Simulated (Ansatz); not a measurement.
Total energies of OsO3S (OsSO₃) from Ansatz at PBE-D4/def2-TZVP, gas phase (1 Eh = 27.2114 eV = 2625.5 kJ/mol). The reference geometry is relaxed at r2SCAN-D4/def2-SVP.

```xyz
5

Os    0.066    0.006    0.059
O    -0.446    0.954    1.388
O     0.482   -1.567    0.591
O     1.416    0.741   -0.696
S    -1.518   -0.133   -1.342
```

```json
{"state": "charge 0 singlet", "geometry": "reference", "energy (Eh)": "-714.43846"}
{"state": "charge 1 doublet", "geometry": "reference", "energy (Eh)": "-714.04075"}
{"state": "charge 1 doublet", "geometry": "relaxed at r2SCAN-D4/def2-SVP", "energy (Eh)": "-714.04498"}
{"state": "free Os atom (quintet)", "geometry": "–", "energy (Eh)": "-90.59163"}
{"state": "free O atom (triplet)", "geometry": "–", "energy (Eh)": "-75.00967"}
{"state": "free S atom (triplet)", "geometry": "–", "energy (Eh)": "-397.93833"}
```

In the def2 sets Os takes a core potential; there is no spin–orbit coupling.

Problem. Work out the vertical ionisation energy to the doublet.

Solution. E(charge 1 doublet) − E(charge 0 singlet) = -714.04075 − (-714.43846) = 0.39771 Eh = 10.82 eV. For comparison, −ε of the highest occupied level is 7.71 eV at this level, 3.11 eV less.

Problem. How much does the charge 1 doublet relax, and what is the adiabatic ionisation energy?

Solution. Relaxation: -714.04075 − (-714.04498) = 0.00423 Eh = 0.12 eV. Adiabatic ionisation energy: 0.39348 Eh = 10.71 eV, without zero-point energy. 

Problem. What is the binding energy per atom against free atoms?

Solution. Atoms: 1 × (-90.59163) + 3 × (-75.00967) + 1 × (-397.93833) = -713.55897 Eh. Binding: -713.55897 − (-714.43846) = 0.87949 Eh = 23.93 eV, or 4.79 eV for each of 5 atoms (no zero-point energy, no counterpoise term).
